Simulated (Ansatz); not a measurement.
The inner images of a band of AlCl2H3OSi + H2 (10 atoms, charge 0, multiplicity 1) are given out of order.

These are results of RKS PBE-D4/def2-SVP (Ansatz 0.2.0), not measurements.

Image 0:

```xyz
10
Properties=species:S:1:pos:R:3
Al -0.340 -0.235 0.323
Cl -0.446 -0.507 2.409
O 1.061 -0.684 -0.516
Si 2.388 -1.351 -1.264
H 1.966 -2.482 -2.163
H 3.079 -0.299 -2.090
H 3.355 -1.877 -0.238
Cl -2.086 0.223 -0.753
H 0.167 1.956 0.228
H 0.321 1.795 0.973
```

Image 8:

```xyz
10
Properties=species:S:1:pos:R:3
Al -0.149 0.565 -0.377
Cl -0.078 -0.096 2.214
O 1.325 -0.180 -0.834
Si 2.373 -1.372 -1.321
H 1.634 -2.548 -1.906
H 3.317 -0.831 -2.361
H 3.183 -1.858 -0.146
Cl -1.962 -0.410 -0.897
H -0.158 2.110 -0.018
H -0.020 1.159 2.557
```

Q: Put them in order from the first end to the last, with their energies above the first end.
A.
```xyz
10
Properties=species:S:1:pos:R:3
Al -0.148 0.249 0.001
Cl -0.181 -0.060 2.291
O 1.315 -0.258 -0.704
Si 2.400 -1.373 -1.315
H 1.684 -2.460 -2.074
H 3.357 -0.680 -2.244
H 3.180 -2.006 -0.193
Cl -2.005 -0.185 -0.891
H -0.054 1.907 0.577
H -0.081 1.405 1.462
```
B.
```xyz
10
Properties=species:S:1:pos:R:3
Al -0.148 0.383 -0.137
Cl -0.153 0.042 2.342
O 1.313 -0.280 -0.708
Si 2.400 -1.384 -1.318
H 1.687 -2.485 -2.058
H 3.342 -0.691 -2.264
H 3.197 -1.992 -0.194
Cl -2.022 -0.254 -0.865
H -0.067 1.920 0.424
H -0.084 1.278 1.687
```
C.
```xyz
10
Properties=species:S:1:pos:R:3
Al -0.155 0.062 0.129
Cl -0.203 -0.245 2.278
O 1.310 -0.240 -0.691
Si 2.398 -1.354 -1.312
H 1.682 -2.433 -2.084
H 3.361 -0.657 -2.231
H 3.171 -2.005 -0.196
Cl -1.984 -0.121 -0.895
H -0.045 1.968 0.600
H -0.069 1.565 1.313
```
D.
```xyz
10
Properties=species:S:1:pos:R:3
Al -0.220 -0.167 0.278
Cl -0.278 -0.544 2.352
O 1.236 -0.375 -0.579
Si 2.399 -1.345 -1.282
H 1.747 -2.426 -2.103
H 3.276 -0.512 -2.173
H 3.248 -1.990 -0.219
Cl -2.018 0.036 -0.792
H -0.002 2.036 0.341
H 0.078 1.825 1.086
```
E.
```xyz
10
Properties=species:S:1:pos:R:3
Al -0.283 -0.205 0.311
Cl -0.340 -0.525 2.392
O 1.139 -0.536 -0.555
Si 2.400 -1.355 -1.272
H 1.870 -2.437 -2.174
H 3.217 -0.394 -2.091
H 3.280 -1.981 -0.223
Cl -2.071 0.133 -0.741
H 0.038 2.003 0.262
H 0.217 1.835 1.000
```
F.
```xyz
10
Properties=species:S:1:pos:R:3
Al -0.170 -0.093 0.217
Cl -0.208 -0.440 2.308
O 1.291 -0.264 -0.648
Si 2.396 -1.341 -1.298
H 1.684 -2.422 -2.070
H 3.331 -0.615 -2.223
H 3.194 -1.989 -0.198
Cl -1.981 -0.069 -0.849
H -0.038 2.043 0.477
H -0.032 1.727 1.195
```
G.
```xyz
10
Properties=species:S:1:pos:R:3
Al -0.153 0.479 -0.272
Cl -0.136 -0.004 2.327
O 1.294 -0.304 -0.733
Si 2.395 -1.394 -1.330
H 1.705 -2.519 -2.057
H 3.330 -0.705 -2.288
H 3.206 -1.976 -0.201
Cl -2.014 -0.345 -0.863
H -0.088 2.013 0.154
H -0.073 1.294 2.172
```

A: E (0.00 eV), D (+0.02 eV), F (+0.08 eV), C (+0.34 eV), A (+0.96 eV), B (+1.21 eV), G (+1.16 eV).

The run took 3.4 min on 4 threads of Arm Neoverse V1, on a shared host, peak memory 0.17 GiB.
